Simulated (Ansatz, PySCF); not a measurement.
Molecule: difluoro(methyl)borane, CH₃BF₂, net charge 0, singlet state. 
Coordinates optimised at B3LYP-D3(BJ)/def2-TZVP (Ansatz, a program for electronic structure):
```xyz
7

B      0.0771     0.0120    -0.0053
F      0.7240     1.1667    -0.0994
F      0.8362    -1.0778    -0.0117
C     -1.4736    -0.0795     0.1049
H     -1.9551     0.8969     0.1082
H     -1.7559    -0.6147     1.0156
H     -1.8749    -0.6658    -0.7265
```
Charge 0, spin multiplicity 1.

Total electronic energies in hartree. Correlated levels leave the core frozen unless marked. Spin-orbit coupling is left out. No relativistic terms. CBS marks a two-point X^-3 extrapolation of the correlation energy; Hartree-Fock from the larger set.

```json
[
 {"level": "HF/aug-cc-pVTZ", "program": "Ansatz", "energy (Eh)": "-263.42539"},
 {"level": "RI-HF/aug-cc-pVTZ", "program": "Ansatz", "energy (Eh)": "-263.42534"},
 {"level": "SVWN5/def2-TZVPD", "program": "Ansatz", "energy (Eh)": "-262.77736"},
 {"level": "PBE-D3(BJ)/def2-TZVPD", "program": "Ansatz + dftd3", "energy (Eh)": "-264.41117"},
 {"level": "PBE-D4/def2-TZVPD", "program": "Ansatz + dftd4", "energy (Eh)": "-264.41114"},
 {"level": "r2SCAN-D4/def2-TZVPD", "program": "Ansatz + dftd4", "energy (Eh)": "-264.57560"},
 {"level": "PBE0-D3(BJ)/def2-TZVPD", "program": "Ansatz + dftd3", "energy (Eh)": "-264.42475"},
 {"level": "TPSSh-D3(BJ)/def2-TZVPD", "program": "PySCF + dftd3", "energy (Eh)": "-264.69995"},
 {"level": "B2PLYP/def2-TZVPD", "program": "Ansatz", "energy (Eh)": "-264.53237"},
 {"level": "MP2/6-31G", "program": "Ansatz", "energy (Eh)": "-263.61776"},
 {"level": "MP2/CBS(cc-pVTZ,cc-pVQZ)", "program": "Ansatz", "energy (Eh)": "-264.3280"},
 {"level": "SCS-MP2/aug-cc-pVDZ", "program": "Ansatz", "energy (Eh)": "-263.96146"},
 {"level": "CCSD/cc-pVDZ", "program": "Ansatz", "energy (Eh)": "-263.94947"},
 {"level": "CCSD(T)/cc-pVDZ", "program": "Ansatz", "energy (Eh)": "-263.96213"},
 {"level": "CCSD(T)/CBS(cc-pVTZ,cc-pVQZ)", "program": "Ansatz", "energy (Eh)": "-264.3658"}
]
```

Totals of different functionals don't rank their quality; only differences between species are comparable.
